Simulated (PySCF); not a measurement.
**Bond curve of NaSb**

Set-up: basis Na cc-pVDZ, Sb cc-pVDZ-PP with ECP28; scalar-relativistic core potentials; PySCF 2.14. Energies in eV from Na + Sb in their ground configurations at the same level. State: ³Σ⁻ (triplet), unpaired electrons π ↑↑.

All columns are PBE0. A positive dipole means Na(−)Sb(+).

```
R (Å)  E (eV)  μ (D)  Mulliken charge on Na (basis-dependent)  HOMO (eV)  LUMO (eV)  Mayer bond order  ⟨S²⟩
2.525  -0.812  -5.89                                     0.28      -4.48      -2.06              1.13  2.01
2.642  -1.015  -6.09                                     0.26      -4.46      -1.98              1.13  2.02
2.760  -1.126  -6.26                                     0.24      -4.42      -1.91              1.11  2.02
2.848  -1.166  -6.38                                     0.24      -4.38      -1.86              1.09  2.02
2.936  -1.176  -6.48                                     0.24      -4.35      -1.82              1.07  2.03
3.024  -1.164  -6.57                                     0.24      -4.31      -1.78              1.05  2.04
3.142  -1.122  -6.66                                     0.25      -4.25      -1.74              1.01  2.05
3.288  -1.041  -6.70                                     0.26      -4.19      -1.79              0.97  2.08
3.465  -0.921  -6.63                                     0.26      -4.13      -1.89              0.91  2.13
3.699  -0.752  -6.30                                     0.24      -4.06      -2.00              0.80  2.24
```

A fit through these points gives, at Re = 2.929 Å, μ = -6.47 D and dμ/dR = -1.10 D/Å; the reduced mass is 19.32 u.

Q: How strong is the fundamental in the double-harmonic approximation, I = 42.26·(dμ/dR)²/μred km/mol?

A: I = 42.26·(-1.10)²/19.32 = 2.65 km/mol at PBE0.

⟨S²⟩ of the unrestricted solution departs from its pure value on part of the curve, where spin states mix. Spin–orbit coupling is left out, which matters for elements this heavy, above all for dissociation energies. The state is the lowest determinant that a PBE0 search found; another state may lie lower at other levels.
